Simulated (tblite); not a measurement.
Compound: C6H8N2O2.
Z-matrix (Å and degrees, GFN2-xTB geometry), rows numbered from 1:
```
O 
C   1  1.2068
N   2  1.3473  1  126.23
C   3  1.4368  2  123.47  1     6.70
C   4  1.5092  3  118.67  2   -37.50
C   5  1.3290  4   94.78  3   121.29
C   6  1.5045  5   94.88  4    -3.25
N   7  1.4379  4  114.83  3    -7.65
C   8  1.3468  7  120.42  4    70.38
O   9  1.2074  8  125.09  7     7.59
H   2  1.1068  1  122.37  3  -178.12
H   3  1.0084  2  118.35  1   169.52
H   4  1.0918  3  108.15  2  -169.15
H   5  1.0730  4  130.43  3   -61.05
H   6  1.0730  5  134.68  4   177.68
H   7  1.0935  4  113.94  3   119.20
H   8  1.0098  7  116.06  4   -86.91
H   9  1.1054  8  112.09  7  -174.41
```

Computed with GFN2-xTB (tblite): harmonic, unscaled wavenumbers at the GFN2-xTB geometry, gas phase. The method is semi-empirical: single wavenumbers can be off by several per cent or more. One conformer, not necessarily the lowest.

Harmonic wavenumbers (cm⁻¹): 46.7, 72.4, 110.1, 156.3, 175.2, 217.2, 248.2, 367.8, 369.7, 458.2, 508.3, 525.9, 569.7, 736.9, 784.1, 809.6, 825.9, 862.2, 910.3, 925.5, 927.2, 956.2, 1011.0, 1032.5, 1072.0, 1114.7, 1142.7, 1156.5, 1198.7, 1227.1, 1252.6, 1270.5, 1293.3, 1370.4, 1381.2, 1396.4, 1408.0, 1654.5, 1750.9, 1765.7, 2769.1, 2782.9, 2936.3, 2957.8, 3136.1, 3154.6, 3431.3, 3448.7.

A = 1891, B = 1393, C = 1101 MHz; mass 140.059 u (most abundant isotopes); point group C1, symmetry number 1.

Q: Zero-point energy?

A: Half the sum of the wavenumbers: 29840 cm⁻¹ = 85.32 kcal/mol.

Q: Give the ideal-gas entropy at 350 K and 1 bar in the rigid-rotor, harmonic-oscillator model (classical rotation).

A: Translation 41.54, rotation 29.57, vibration 33.01: S = 104.1 cal/(mol K).

Q: And Cp and H(350 K) − H(0)?

A: Cp = 42.65 cal/(mol K), of which vibrations give 34.70 (their classical limit is 48 R = 95.4); H(350 K) − H(0) = 8.83 kcal/mol without the zero-point energy, 6.05 from vibrations.

Q: What must be added to the electronic energy to get the Gibbs energy at 350 K and 1 bar?

A: ZPE + [H(350 K) − H(0)] − T·S = 85.32 + 8.83 − 36.45 = 57.70 kcal/mol.

Q: Which modes carry the vibrational entropy at 350 K?

A: 46.7 cm⁻¹: 5.27; 72.4 cm⁻¹: 4.40; 110.1 cm⁻¹: 3.58; 156.3 cm⁻¹: 2.90; 175.2 cm⁻¹: 2.68; 217.2 cm⁻¹: 2.28 cal/(mol K); the other 42 give 11.90 together.

Hindered rotation and anharmonicity are outside this model. Other conformers, if any are populated, would add a mixing term that is left out. The structure is chiral; the term R ln 2 for an equal mix with its mirror image is left out.
